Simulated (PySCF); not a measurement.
# MRb for M along group 12

PBE0 with double-zeta basis sets in PySCF, for the lowest determinant that a PBE0 search found; no spin–orbit coupling. De refers to high-spin ground-configuration atoms. A positive dipole means M(−)Rb(+).

```
 M     basis  state (unpaired electrons)  Re (Å)  ωe (cm⁻¹)  De (eV)  μ (D)
Zn  def2-SVP               doublet (σ ↑)   4.124       32.1     0.07   0.02
Hg  def2-SVP               doublet (σ ↑)   4.245       22.5     0.05   0.27
```

(1) The row for M = Cd is missing. Estimate Re, ωe and De as the mean of the rows for Zn and Hg, and compare with the calculation.

Weak bonds: RbCd, RbHg, RbZn. Basis-set superposition, not corrected here, can be much of De in a small basis, most of all at correlated wavefunction levels. Functionals without a dispersion term scatter widely for such bonds, and LDA overbinds them. Spin–orbit coupling is left out. States were picked by a PBE0 search and need not be the measured ground states.

## Answers

(1) The means are 4.184 Å, 27.3 cm⁻¹ and 0.06 eV. PBE0 in def2-SVP gives RbCd as a doublet (σ ↑) with Re = 4.178 Å, ωe = 31.3 cm⁻¹, De = 0.08 eV, so the estimate is off by +0.7 pm, -13 % and -0.02 eV.
